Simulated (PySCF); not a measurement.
Delta-SCF ions had no search for a lower state. Excitations are Tamm–Dancoff values on a coarser integration grid. The basis has no diffuse functions, so Rydberg states are missing or too high.

# C$_{10}$H$_{9}$B, SMILES `c12-c(ccccc2)c(B)cc1` (charge 0, multiplicity 1)

The numbers are results of PySCF with PBE0-D3(BJ)/def2-TZVP // PBE0-D3(BJ)/def2-SVP, not measurements.

HOMO: -6.19 eV
dipole moment: 3.68 D
HOMO–LUMO gap: 3.77 eV
LUMO: -2.42 eV
S1 excitation (TDA): 2.66 eV
S1 oscillator strength: 0.004
brightest of the four lowest singlets (TDA): 4.80 eV
T1 excitation (TDA): 2.22 eV
S1–T1 gap (TDA): 0.44 eV
vertical ionisation energy (Delta-SCF): 7.69 eV
total energy: -11182.20 eV
cost: around 27 core-minutes (rough)

```xyz
20

B      2.8006    -1.4413    -0.3293
C      1.8610    -0.2656    -0.1553
C      2.2414     1.1013    -0.0567
C      1.1295     1.9236     0.0972
C     -0.0250     1.1121     0.1039
C     -1.3360     1.5745     0.2388
C     -2.5226     0.8490     0.2556
C     -2.7015    -0.5340     0.1409
C     -1.7500    -1.5376    -0.0182
C     -0.3586    -1.4236    -0.1055
C      0.4323    -0.2832    -0.0563
H      3.9956    -1.2540    -0.3963
H      2.3941    -2.5812    -0.4050
H      3.2767     1.4455    -0.0981
H      1.1280     3.0091     0.1969
H     -1.4380     2.6599     0.3457
H     -3.4377     1.4363     0.3740
H     -3.7405    -0.8756     0.1825
H     -2.1440    -2.5559    -0.0842
H      0.1947    -2.3592    -0.2306
```
Charge 0, spin multiplicity 1.
